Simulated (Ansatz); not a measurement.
C$_{2}$H$_{2}$BBrS, SMILES `S=C=CBBr` at its PBE0-D4/def2-TZVP geometry, where that method's forces vanish. Total charge 0; spin multiplicity 1.

| atom | x (Å) | y (Å) | z (Å) |
| --- | --- | --- | --- |
| S1 | 2.309 | 0.728 | 1.575 |
| C2 | 0.915 | 0.369 | 1.030 |
| C3 | -0.263 | 0.058 | 0.530 |
| B4 | -0.362 | -0.254 | -0.948 |
| Br5 | -2.057 | -0.710 | -1.710 |
| H6 | -1.120 | 0.037 | 1.199 |
| H7 | 0.578 | -0.229 | -1.676 |

For each bond, give half the difference of the two atoms' forces along it (eV/Å; positive pushes the atoms apart) under PBE-D4, r2SCAN-D4, B3LYP-D4, ωB97M-V in def2-TZVPP. (Estimate.)

Ansatz gave: 
```json
{"bond": "S1–C2", "length (Å)": "1.539", "PBE-D4": "0.38", "r2SCAN-D4": "0.13", "B3LYP-D4": "0.17", "ωB97M-V": "-0.03"}
{"bond": "C2–C3", "length (Å)": "1.318", "PBE-D4": "0.12", "r2SCAN-D4": "0.03", "B3LYP-D4": "-0.04", "ωB97M-V": "0.06"}
{"bond": "C3–B4", "length (Å)": "1.513", "PBE-D4": "-0.11", "r2SCAN-D4": "-0.02", "B3LYP-D4": "-0.01", "ωB97M-V": "0.06"}
{"bond": "C3–H6", "length (Å)": "1.087", "PBE-D4": "0.08", "r2SCAN-D4": "-0.02", "B3LYP-D4": "-0.05", "ωB97M-V": "-0.11"}
{"bond": "B4–Br5", "length (Å)": "1.913", "PBE-D4": "0.11", "r2SCAN-D4": "0.10", "B3LYP-D4": "0.23", "ωB97M-V": "0.10"}
{"bond": "B4–H7", "length (Å)": "1.189", "PBE-D4": "0.06", "r2SCAN-D4": "-0.07", "B3LYP-D4": "-0.17", "ωB97M-V": "-0.17"}
```

B3LYP here is the variant with VWN-RPA as its local correlation; programs differ in this.
